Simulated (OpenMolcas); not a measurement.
Cr2+ (d4) on a cation site of an ionic host was computed by CASSCF with the d shell active (OpenMolcas, ANO-RCC-VTZP on the metal). Its lowest spin-free states, and all those of the highest spin:

```csv
2S+1,Degeneracy,E (cm-1)
5,2,0.0
5,3,9119
3,3,12153
3,2,19391
3,3,20034
3,3,20767
1,3,21796
3,1,22666
1,2,22759
3,1,23226
3,2,26651
1,1,27237
```

Q: Is the site octahedral, tetrahedral or cube-like, axial, or of lower symmetry?

A: The states with 2S+1 = 5 have orbital degeneracies 2, 3. Threefold states need a cubic site. For d4 at this spin an octahedron puts the twofold E below the threefold T2 and a tetrahedron or cube puts the threefold T2 below the twofold E, so the site is octahedral. The first gap at this spin, 9120 cm-1, is |10Dq| in ligand-field theory. The run had Cr2+ with its 6 nearest oxide ions at 2.259 Å, on the Ca site of CaO (a = 4.8105 Å, distance in the model lattice 2.405 Å). The rest of the host is ab initio model potentials to 7.6 Å, with orthogonalisation functions on the cations behind the ligands, and point charges beyond; the distance is set by hand and nothing relaxes. Ligand basis ANO-RCC-VDZP.

An orbital doublet at a regular site is open to a Jahn-Teller distortion, which this geometry leaves out. Without dynamic correlation the repulsion within the d shell is too large (B by tens of per cent), so at a given field states of lower spin stand too high. Ligand-to-metal charge-transfer states are missing. With no ligand orbital active B as a rule stays too high, so bands that hang on it stand too high and its fall with covalency is understated. With metal d orbitals alone and no dynamic correlation 10Dq can be off by a tenth to a fifth, either way, in oxide and fluoride hosts. No measured value stands beside these numbers; the geometry was set by hand and not optimised.
